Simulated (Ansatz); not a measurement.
A CCSD(T) single point on C3H9Cl2GaOSi, SMILES `C[Si](C)(C)[O][Ga]([Cl])[Cl]`.

```yaml
crystal:
  periodic: [false, false, false]
  atoms:
    - {symbol: C, position_ang: [0.690151, 1.510530, -1.460513]}
    - {symbol: Si, position_ang: [0.106718, 0.166039, -0.311354]}
    - {symbol: C, position_ang: [1.348849, -1.225224, -0.221927]}
    - {symbol: C, position_ang: [-1.558748, -0.491947, -0.840156]}
    - {symbol: O, position_ang: [-0.035241, 0.865657, 1.187994]}
    - {symbol: Ga, position_ang: [-0.510565, 0.307511, 2.773547]}
    - {symbol: Cl, position_ang: [-0.508449, 1.652138, 4.402876]}
    - {symbol: Cl, position_ang: [-1.093673, -1.710993, 3.091737]}
    - {symbol: H, position_ang: [0.810904, 1.130901, -2.478927]}
    - {symbol: H, position_ang: [-0.025826, 2.335556, -1.490099]}
    - {symbol: H, position_ang: [1.652307, 1.912231, -1.133321]}
    - {symbol: H, position_ang: [1.016832, -2.006846, 0.467252]}
    - {symbol: H, position_ang: [1.489801, -1.687770, -1.202877]}
    - {symbol: H, position_ang: [2.322717, -0.862755, 0.117948]}
    - {symbol: H, position_ang: [-1.911806, -1.268313, -0.155530]}
    - {symbol: H, position_ang: [-2.306996, 0.304757, -0.866502]}
    - {symbol: H, position_ang: [-1.505977, -0.932075, -1.839950]}
basis:
  gaussian: {orbitals: def2-TZVPP}
correlation: {method: ccsd_t}
output: {orbitals: {seedname: orbitals}}
```

```sh
$ ansatz run in.yaml --threads 4 --pin off --events-out ev --progress --plain --max-ram 66560MiB --backend cuda --devices 0, --max-vram 37GiB
```

The program prints (abridged):

```
Functional definition: HF
2497 factors; integrals over basis functions are off by at most 9.8e-4 eV
mean field evaluation 1: about -90477.8358 eV, gradient 5.5e1 eV
mean field evaluation 2: about -90478.1501 eV, gradient 5.5e1 eV
mean field evaluation 4: about -90484.7790 eV, gradient 7.0e0 eV
mean field evaluation 8: about -90484.9105 eV, gradient 4.6e-1 eV
mean field -90484.91118803 eV, -3325.2591532845 hartree, gradient 2.6e-6 eV, S^2 0.000000; 0 other end points of the search recorded, 0 dependent functions left out
28 core orbitals not correlated: weight in the atoms' cores, before any rotation towards them, 1.000 or more for the frozen orbitals, at most 0.000 for the correlated occupied ones
reference -90484.91118803 eV, -3325.2591532845 hartree; 29, 29 occupied and 367, 367 virtual orbitals, 2497 factors
second order -40.25515579 eV of doubles, -0.00000000 eV of singles
cycle   1  -41.00082397 eV  change   -7.5e-1 eV  update   1.4e-1
cycle   2  -41.96951088 eV  change   -9.7e-1 eV  update   4.1e-2
cycle   3  -42.17748206 eV  change   -2.1e-1 eV  update   2.1e-2
cycle   4  -42.16566533 eV  change    1.2e-2 eV  update   4.9e-3
cycle   5  -42.16090756 eV  change    4.8e-3 eV  update   2.3e-3
cycle   6  -42.16132428 eV  change   -4.2e-4 eV  update   7.0e-4
cycle   7  -42.16110843 eV  change    2.2e-4 eV  update   3.1e-4
cycle   8  -42.16110471 eV  change    3.7e-6 eV  update   9.5e-5
cycle   9  -42.16114424 eV  change   -4.0e-5 eV  update   3.9e-5
perturbative correction -1.73552509 eV, -0.0637793706 hartree
Total energy: -90528.80785736 eV, -3326.8723261280 hartree
```

Run time 28 s (4 threads of an AMD EPYC 7R13 on a shared host and a share of an NVIDIA H100 80 GB); peak host memory 0.88 GiB.

The correlation energy is -43.897 eV, 4.0 % of it from (T); the T1 diagnostic reads 0.0115.
